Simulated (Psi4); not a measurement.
CBClFNO (SMILES O=C=NB(F)Cl), singlet, at a GFN2-xTB geometry; Psi4 with DLPNO-MP2/def2-SVP.

The Psi4 input:
```
memory 2 GB

molecule mol {
0 1
  B    -0.388353    0.598163   -0.248220
  Cl   -1.816283   -0.345096   -0.234325
  F    -0.451670    1.858466   -0.631522
  N     0.854503    0.085720    0.132838
  C     1.708393   -0.658288    0.510198
  O     2.581466   -1.312587    0.864658
}

set basis def2-svp
set reference rhf
set freeze_core true

energy('dlpno-mp2')
print_variables()
```

**Question.** Write the output that Psi4 gives for this input, abridged.

**Answer.** 
```
    SCF Algorithm Type (re)set to DF.

   => Loading Basis Set <=

    Name: DEF2-SVP
    Role: ORBITAL
    Keyword: BASIS

         ---------------------------------------------------------
                                   SCF
               by Justin Turney, Rob Parrish, Andy Simmonett
                          and Daniel G. A. Smith
                              RHF Reference
         ---------------------------------------------------------

  ==> Geometry <==

    Molecular point group: c1
    Full point group: C1

    Geometry (in Angstrom), charge = 0, multiplicity = 1:

       Center              X                  Y                   Z               Mass
    ------------   -----------------  -----------------  -----------------  -----------------
         B           -0.363925459322     0.578234850917    -0.237824363698    11.009305360000
         CL          -1.791855459322    -0.365024149083    -0.223929363698    34.968852682000
         F           -0.427242459322     1.838537850917    -0.621126363698    18.998403162730
         N            0.878930540678     0.065791850917     0.143233636302    14.003074004430
         C            1.732820540678    -0.678216149083     0.520593636302    12.000000000000
         O            2.605893540678    -1.332515149083     0.875053636302    15.994914619570

  Running in c1 symmetry.

  Rotational constants: A =      0.18947  B =      0.05339  C =      0.04165 [cm^-1]
  Rotational constants: A =   5680.05662  B =   1600.68520  C =   1248.77146 [MHz]
  Nuclear repulsion =  238.004118798179462

  Charge       = 0
  Multiplicity = 1
  Electrons    = 52
  Nalpha       = 26
  Nbeta        = 26

  ==> Algorithm <==

  SCF Algorithm Type is DF.
  DIIS enabled.
  MOM disabled.
  Fractional occupation disabled.
  Guess Type is SAD.
  Energy threshold   = 1.00e-08
  Density threshold  = 1.00e-08
  Integral threshold = 1.00e-12

  ==> Primary Basis <==

  Basis Set: DEF2-SVP
    Blend: DEF2-SVP
    Number of shells: 38
    Number of basis functions: 88
    Number of Cartesian functions: 94
    Spherical Harmonics?: true
    Max angular momentum: 2

   => Loading Basis Set <=

    Name: (DEF2-SVP AUX)
    Role: JKFIT
    Keyword: DF_BASIS_SCF

  ==> Integral Setup <==

  SCF_SUBTYPE=INCORE selected. In-core MEM_DF algorithm will be used.
  Using in-core AOs.

  ==> MemDFJK: Density-Fitted J/K Matrices <==

    J tasked:                   Yes
    K tasked:                   Yes
    wK tasked:                   No
[...]
  @DF-RHF Final Energy:  -750.59099766771283
    Total Energy =                       -750.5909976677128270
[...]

    Auxiliary BFs per Local MO:
      Average =  201 AUX BFs (4 atoms)
      Min     =   96 AUX BFs (2 atoms)
      Max     =  302 AUX BFs (6 atoms)

    Projected AOs per Local MO:
      Average =   83 PAOs (5 atoms)
      Min     =   60 PAOs (4 atoms)
      Max     =   88 PAOs (6 atoms)

    Local MOs per Local MO:
      Average =   16 LMOs
      Min     =   16 LMOs
      Max     =   16 LMOs

    Screened 0 of 256 LMO pairs (0.00 %)
             0 pairs met overlap criteria
             16 pairs met energy criteria

    Screened LMO pair energy =  0.000000000000

  ==> Merging LMO Domains into LMO Pair Domains <==

    Auxiliary BFs per Local MO pair:
      Average =  266 AUX BFs (5 atoms)
      Min     =   96 AUX BFs (2 atoms)
      Max     =  302 AUX BFs (6 atoms)

    Local MOs per Local MO pair:
      Average =   16 LMOs
      Min     =   16 LMOs
      Max     =   16 LMOs

    Projected AOs per Local MO pair:
      Average =   87 PAOs (5 atoms)
      Min     =   60 PAOs (4 atoms)
      Max     =   88 PAOs (6 atoms)

    Coefficient sparsity in AO -> LMO transform:   0.00 %
    Coefficient sparsity in AO -> PAO transform:   0.00 %
    Coefficient sparsity in combined transforms:   0.00 %

    Storing transformed LMO/PAO integrals in sparse format.

  ==> Transforming 3-Index Integrals to LMO/PAO basis <==

  ==> Forming Pair Natural Orbitals <==

    Natural Orbitals per Local MO pair:
      Avg:  29 NOs
      Min:   8 NOs
      Max:  44 NOs

    PNO truncation energy = -0.000043474480

  ==> Local MP2 <==

    E_CONVERGENCE = 1.00e-06
    R_CONVERGENCE = 1.00e-06

                     Corr. Energy    Delta E     Max R
  @LMP2 iter   0:  -0.829717801758 -8.297e-01  1.176e-03
  @LMP2 iter   1:  -0.843135784175 -1.342e-02  3.770e-04
  @LMP2 iter   2:  -0.843871764803 -7.360e-04  1.017e-04
  @LMP2 iter   3:  -0.843949864989 -7.810e-05  3.048e-05
  @LMP2 iter   4:  -0.843955072088 -5.207e-06  6.274e-06
  @LMP2 iter   5:  -0.843955421447 -3.494e-07  1.395e-06
  @LMP2 iter   6:  -0.843955433668 -1.222e-08  2.814e-07

  Total DLPNO-MP2 Correlation Energy:  -0.843998908148
    MP2 Correlation Energy:            -0.843955433668
    LMO Truncation Correction:          0.000000000000
    PNO Truncation Correction:         -0.000043474480

  Variable Map:
  ----------------------------------------------------------------------------
[...]
  Array Variable Map:
  ----------------------------------------------------------------------------
[...]
[...]
```
